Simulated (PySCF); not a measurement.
# Bi⁺ (bismuth, charge +1): UHF calculation

Configuration: [Xe] 4f14 5d10 6s1 6p3, high-spin 5S determinant (an excited configuration). Calculation: PySCF 2.14, in aug-cc-pV5Z-PP with ECP60MDF; a scalar-relativistic core potential.

```
Total energy             : -213.063765 hartree
One-electron energy      : -364.7067 hartree
Hartree (Coulomb) energy : 167.6504 hartree
Exchange energy          : -16.0075 hartree
⟨S²⟩                     : 6.0081
⟨L²⟩                     : 0.000
Sum of ⟨r⟩               : 30.24 bohr
Sum of ⟨r²⟩              : 55.23 bohr²
```

| shell | electrons | mean orbital energy (eV) | rms radius, mean of both spins (bohr) |
| --- | --- | --- | --- |
| 5s α | 1 | -191.89 | 0.899 |
| 5s β | 1 | -190.99 | 0.899 |
| 5p α | 3 | -125.85 | 1.02 |
| 5p β | 3 | -125.32 | 1.02 |
| 5d α | 5 | -45.676 | 1.31 |
| 5d β | 5 | -44.753 | 1.31 |
| 6s α | 1 | -31.080 | 2.32 |
| 6p α | 3 | -17.254 | 2.87 |

Energies and moments cover only the electrons outside the core potential. Spin-orbit coupling, which splits the p, d and f shells strongly at this Z, is absent. Spin-orbit coupling is strong in this species (close to jj coupling), so the high-spin LS determinant is a model state, not a physical level.
